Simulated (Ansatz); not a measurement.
Consider the formal exchange of groups at a C–Se bond: `O=C(O)[SeH]` + `C[SiH3]` → `O=C(O)C[SiH3]` + H₂Se.

Program: Ansatz. Geometries: PBE0-D4/def2-TZVP. ΔE: electronic, gas phase. CCSD(T)/CBS adds triple-zeta CCSD(T) − MP2 to the extrapolated MP2 energy (def2 sets, frozen cores). This one scheme is used for every species. Functionals use def2-TZVPP. For Se outer-core shells are correlated without core-valence functions, which leaves a few kJ/mol of doubt a bond. Scalar relativity is left out up to krypton. One conformer a species, not always the lowest.

| level | ΔE (kJ/mol) |
| --- | --- |
| PBE | 8.8 |
| MP2/def2-QZVPP | -1.4 |

Task: What does CCSD(T)/CBS give? (Estimate.)

Result: The calculation gave: -7.4 kJ/mol. The listed levels differ from it by 16.2, 6.0 kJ/mol.

Largest T1 diagnostic among the species: 0.014.

From PBE to PBE0 (25 % exact exchange), in def2-TZVPP and without D4, ΔE moves by −9.3 kJ/mol. In def2-TZVPP, CCSD(T) changes the Hartree–Fock value by +11.0 kJ/mol (the triples alone add +3.4 kJ/mol) and MP2 by +16.9 kJ/mol.
